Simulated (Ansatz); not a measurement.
Reaction (ligand exchange at the In–C bond): `[OH][In]([F])[CH2]F` + H₂S → `[OH][In]([F])[SH]` + `CF`

Isolated molecules relaxed with PBE0-D4/def2-TZVP in Ansatz; ΔE leaves out vibrations. CCSD(T)/CBS is the MP2 limit (def2-TZVPP, def2-QZVPP) plus CCSD(T) − MP2 in def2-TZVPP, frozen cores. This one scheme is used for every species. Functionals use def2-TZVPP. B3LYP here is the variant with VWN-RPA as its local correlation; programs differ in this. def2 core potentials past Kr. For In outer-core shells are correlated without core-valence functions, which leaves a few kJ/mol of doubt a bond. Each species was taken in one conformer, which may not be the lowest.

```csv
level,ΔE (kcal/mol)
B3LYP-D4,-28.4
ωB97X-V,-28.7
PBE,-27.2
r2SCAN,-29.0
PBE0,-29.1
HF/def2-TZVPP,-33.3
CCSD/def2-TZVPP,-29.0
MP2/def2-QZVPP,-30.2
```

(1) What does CCSD(T)/CBS give? (Best estimate.)

Largest T1 diagnostic among the species: 0.016.

## Answers

(1) The calculation gave: -29.4 kcal/mol. The listed levels differ from it by 1.0, 0.7, 2.2, 0.4, 0.3, -3.9, 0.4, -0.8 kcal/mol.

From PBE to PBE0 (25 % exact exchange), in def2-TZVPP and without D4, ΔE moves by −1.9 kcal/mol. In def2-TZVPP, CCSD(T) changes the Hartree–Fock value by +4.5 kcal/mol (the triples alone add +0.3 kcal/mol) and MP2 by +3.4 kcal/mol.
